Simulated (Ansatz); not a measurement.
Program: Ansatz. Geometries: PBE0-D4/def2-TZVP. ΔE: electronic, gas phase. CCSD(T)/CBS adds triple-zeta CCSD(T) − MP2 to the extrapolated MP2 energy (def2 sets, frozen cores). This one scheme is used for every species. Functionals use def2-TZVPP. Each species was taken in one conformer, which may not be the lowest.

Reaction (ligand exchange at the Si–S bond): `CS[SiH2]S` + `O[SiH3]` → `CS[SiH2]O[SiH3]` + H₂S

`CS[SiH2]S`:

Z-matrix (Å, degrees):
```
C
S 1 1.815
H 1 1.090 2 110.6
H 1 1.089 2 106.8 3 -118.8
H 1 1.090 2 110.9 3 122.4
Si 2 2.118 1 99.9 3 -55.2
S 6 2.138 2 113.7 1 58.3
H 6 1.485 2 112.2 1 -57.8
H 6 1.482 2 104.7 1 -178.7
H 7 1.344 6 94.4 2 59.4
```

`O[SiH3]`:

```xyz
6

O    -0.320   -0.695   -1.028
Si    0.042    0.335    0.206
H    -0.161   -1.630   -0.892
H    -0.747    0.025    1.430
H    -0.300    1.690   -0.282
H     1.486    0.276    0.566
```

`CS[SiH2]O[SiH3]`:

Z-matrix (Å, degrees):
```
C
S 1 1.818
H 1 1.089 2 111.1
H 1 1.089 2 106.8 3 118.7
H 1 1.090 2 110.9 3 -122.7
Si 2 2.118 1 99.8 3 67.8
O 6 1.636 2 112.7 1 -67.5
H 6 1.483 2 110.2 1 51.1
H 6 1.482 2 105.2 1 172.0
Si 7 1.641 6 139.1 2 -31.9
H 10 1.483 7 107.6 6 -173.4
H 10 1.487 7 110.1 6 67.4
H 10 1.485 7 110.8 6 -53.5
```

H₂S:

Cartesian coordinates in Å:
```
S 0.028 -0.461 0.413
H -0.980 0.203 -0.173
H 0.952 0.259 -0.240
```

```
          species  r2SCAN-D4 energy (Eh)
      `CS[SiH2]S`            -1127.59432
        `O[SiH3]`             -367.13151
`CS[SiH2]O[SiH3]`            -1095.37017
              H₂S             -399.37429
```

Problem. Work out ΔE.

Solution. ΔE = (-1095.37017) + (-399.37429) − (-1127.59432) − (-367.13151) = -0.01863 Eh = -48.9 kJ/mol. CCSD(T)/CBS gives -53.8 kJ/mol.

Largest T1 diagnostic among the species: 0.011.

In def2-TZVPP, CCSD(T) changes the Hartree–Fock value by +12.2 kJ/mol (the triples alone add +2.8 kJ/mol) and MP2 by +16.0 kJ/mol. From PBE to PBE0 (25 % exact exchange), in def2-TZVPP and without D4, ΔE moves by −4.8 kJ/mol.
